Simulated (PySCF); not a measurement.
silolane (C4H10Si), SMILES [SiH2]1CCCC1.

The structure is a stationary point at B3LYP-D3(BJ)/def2-SVP. One conformer was computed; it need not be the lowest.

Calculation: TDDFT-PBE/def2-SVPD (PySCF).

Vertical excitations. Gas-phase values at a fixed geometry. State labels are in the subgroup C2.

Computed excitation energies, oscillator strengths and character:
```json
[
 {"state": "S1", "symmetry": "B", "energy (eV)": "6.72", "λ (nm)": "184", "f": "0.004", "main pairs": "HOMO→LUMO 99 %"},
 {"state": "S2", "symmetry": "A", "energy (eV)": "7.09", "λ (nm)": "175", "f": "0.041", "main pairs": "HOMO−1→LUMO 95 %"},
 {"state": "S3", "symmetry": "A", "energy (eV)": "7.17", "λ (nm)": "173", "f": "0.043", "main pairs": "HOMO→LUMO+1 89 %"},
 {"state": "S4", "symmetry": "B", "energy (eV)": "7.42", "λ (nm)": "167", "f": "0.045", "main pairs": "HOMO−1→LUMO+1 88 %"},
 {"state": "S5", "symmetry": "B", "energy (eV)": "7.47", "λ (nm)": "166", "f": "0.016", "main pairs": "HOMO−2→LUMO 92 %"},
 {"state": "S6", "symmetry": "A", "energy (eV)": "7.57", "λ (nm)": "164", "f": "0.009", "main pairs": "HOMO→LUMO+2 82 %"},
 {"state": "S7", "symmetry": "A", "energy (eV)": "7.63", "λ (nm)": "162", "f": "0.001", "main pairs": "HOMO−3→LUMO 88 %"},
 {"state": "S8", "symmetry": "B", "energy (eV)": "7.76", "λ (nm)": "160", "f": "0.032", "main pairs": "HOMO→LUMO+3 84 %"},
 {"state": "S9", "symmetry": "A", "energy (eV)": "7.76", "λ (nm)": "160", "f": "0.000", "main pairs": "HOMO−2→LUMO+1 93 %"},
 {"state": "S10", "symmetry": "B", "energy (eV)": "7.84", "λ (nm)": "158", "f": "0.009", "main pairs": "HOMO−3→LUMO+1 98 %"},
 {"state": "T1", "symmetry": "B", "energy (eV)": "6.55", "λ (nm)": "189", "f": "0", "main pairs": "HOMO→LUMO 99 %"},
 {"state": "T2", "symmetry": "A", "energy (eV)": "6.61", "λ (nm)": "188", "f": "0", "main pairs": "HOMO→LUMO+1 97 %"},
 {"state": "T3", "symmetry": "A", "energy (eV)": "6.91", "λ (nm)": "179", "f": "0", "main pairs": "HOMO−1→LUMO 98 %"},
 {"state": "T4", "symmetry": "B", "energy (eV)": "7.07", "λ (nm)": "175", "f": "0", "main pairs": "HOMO−1→LUMO+1 97 %"}
]
```
Triplets are in the Tamm–Dancoff approximation, which puts them higher than full response would, so one can lie above its singlet here.
